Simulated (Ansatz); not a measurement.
Geometry optimisation, RKS PBE-D4/def2-SVP in Ansatz 0.2.0.

The input (input.yaml):

```yaml
crystal:
  periodic: [false, false, false]
  atoms:
    - { symbol: Ga, position_ang: [0.0, 0.0, 0.0] }
    - { symbol: O, position_ang: [0.0, 0.0, 2.14] }
    - { symbol: H, position_ang: [-0.9095, -0.2814, 2.4771] }
    - { symbol: Cl, position_ang: [1.9398, 0.0, -1.12] }
    - { symbol: Cl, position_ang: [-1.9398, 0.0, -1.12] }
    - { symbol: O, position_ang: [0.4457, 1.9326, 0.659] }
    - { symbol: Al, position_ang: [1.7122, 2.3416, 1.8411] }
    - { symbol: H, position_ang: [2.6394, 1.223, 2.4092] }
    - { symbol: H, position_ang: [1.8948, 3.8185, 2.3091] }
    - { symbol: H, position_ang: [0.2813, 1.2198, 1.7667] }
basis:
  gaussian: { orbitals: def2-SVP }
hamiltonian:
  xc: pbe
  dispersion: d4
relax:
  f_tol: 0.15
  max_steps: 25
  restrain:
    - { distance: [0, 5], at: 2.99, k: 30.0 }
    - { distance: [9, 1], at: 2.21, k: 30.0 }
    - { distance: [0, 1], at: 1.79, k: 30.0 }
    - { distance: [9, 5], at: 1.01, k: 30.0 }
```

Command:

```bash
$ ansatz run input.yaml --threads 4 --pin off --max-ram 5120MiB --backend cpu --events-out ev --progress --plain --runs-dir out
```

Task: Where does it end, and by what steps?

Result: It converged. The restraints hold the end off the free minimum; the threshold counts their pulls, which the force column leaves out. Restrained pairs: Ga1–O6 (2.09 → 2.97 Å), O2–H10 (1.31 → 2.21 Å), Ga1–O2 (2.14 → 1.79 Å), O6–H10 (1.33 → 0.99 Å). After 17 steps the energy has fallen by 1.639 eV (the restraints' own energy left out); H9 moved furthest, 1.58 Å.

| step | energy less start (eV) | largest force component (eV/Å) | accepted |
| --- | --- | --- | --- |
| 0 | 0.0000 | 2.116 | yes |
| 1 | -0.0103 | 2.624 | yes |
| 2 | -0.0466 | 2.337 | yes |
| 3 | -0.4610 | 1.542 | yes |
| 4 | -0.8851 | 1.359 | yes |
| 5 | -1.1053 | 1.277 | yes |
| 6 | -1.2038 | 1.097 | yes |
| 7 | -1.2399 | 0.719 | yes |
| 8 | -1.3128 | 0.636 | yes |
| 9 | -1.3539 | 0.797 | yes |
| 10 | -1.3923 | 0.853 | yes |
| 11 | -1.4313 | 0.968 | yes |
| 12 | -1.4762 | 1.187 | yes |
| 13 | -1.5234 | 1.410 | yes |
| 14 | -1.5832 | 1.365 | yes |
| 15 | -1.6254 | 1.095 | yes |
| 16 | -1.6219 | 1.051 | no |
| 17 | -1.6390 | 1.029 | yes |

```xyz
10
Properties=species:S:1:pos:R:3
Ga -0.119 0.008 0.066
O -0.376 -0.630 1.721
H -1.286 -0.977 1.821
Cl 1.952 0.568 -0.369
Cl -1.589 0.030 -1.484
O 0.228 2.238 1.990
Al 1.961 2.384 1.685
H 2.956 1.560 2.632
H 2.356 3.657 0.812
H -0.019 1.416 2.488
```

Time of the run: 19 s on 4 threads of Intel(R) Xeon(R) 6975P-C (Granite Rapids), with other jobs on the host, peak memory 0.23 GiB.
